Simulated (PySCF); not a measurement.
Al(H)(Me)(NH2) (CH6AlN), SMILES [CH3][AlH][NH2]. Atoms are numbered in the order given.

```xyz
9

Al    -0.5088     0.0694     0.0000
H     -2.0793     0.2521     0.0000
C      0.3797    -1.6703     0.0000
H      0.0927    -2.2595     0.8762
H      1.4688    -1.5861     0.0000
H      0.0927    -2.2595    -0.8762
N      0.4595     1.5556     0.0000
H      1.4671     1.5951     0.0000
H      0.0773     2.4887     0.0000
```

Geometry optimised at B3LYP-D3(BJ)/def2-TZVP. The values are those of a single conformer.

The numbers are results of HF/def2-TZVPD (PySCF), not measurements.

Symmetry labels are those of the subgroup Cs that the program uses (full group Cs).

Q: List the valence orbital energies around the gap with their symmetry. (Estimate from the structure and the level; the computed values follow.)

A: 
| orbital | symmetry | energy (eV) |
|---|---|---|
| HOMO−7 | A' | -24.91 |
| HOMO−6 | A' | -17.24 |
| HOMO−5 | A' | -16.02 |
| HOMO−4 | A' | -14.66 |
| HOMO−3 | A" | -14.58 |
| HOMO−2 | A' | -12.68 |
| HOMO−1 | A' | -11.03 |
| HOMO | A" | -10.76 |
| LUMO | A' | 1.31 |
| LUMO+1 | A' | 2.19 |
| LUMO+2 | A" | 2.24 |
| LUMO+3 | A' | 2.72 |
